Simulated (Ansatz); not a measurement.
Mulliken charges of FI3Ti (`[F][Ti]([I])([I])[I]`) from r2SCAN/def2-TZVPP in Ansatz (PBE0-D4/def2-TZVP geometry).

```
atom   x (Å)   y (Å)   z (Å)  charge (e)
  F1  -0.530  -0.066   1.809      -0.332
 Ti2  -0.037  -0.019   0.150       0.437
  I3   2.017  -1.467  -0.170      -0.035
  I4  -1.908  -0.887  -1.321      -0.035
  I5   0.509   2.365  -0.510      -0.035
```

Problem. By hand: the dipole of these point charges (1 e Å = 4.8032 D).

Solution. Σ q r = (0.138, 0.013, -0.465) e Å, of length 0.485 e Å = 2.33 D.

Problem. How does the dipole of the full density compare? (Estimate.)

Solution. Ansatz gave: (0.038, 0.004, -0.128) e Å, 0.64 D; the point charges give 3.64 times that, at 0° from its direction.

Point charges leave out the atoms' own dipoles, such as those of lone pairs, and Mulliken's split depends on the basis, so the two needn't agree.
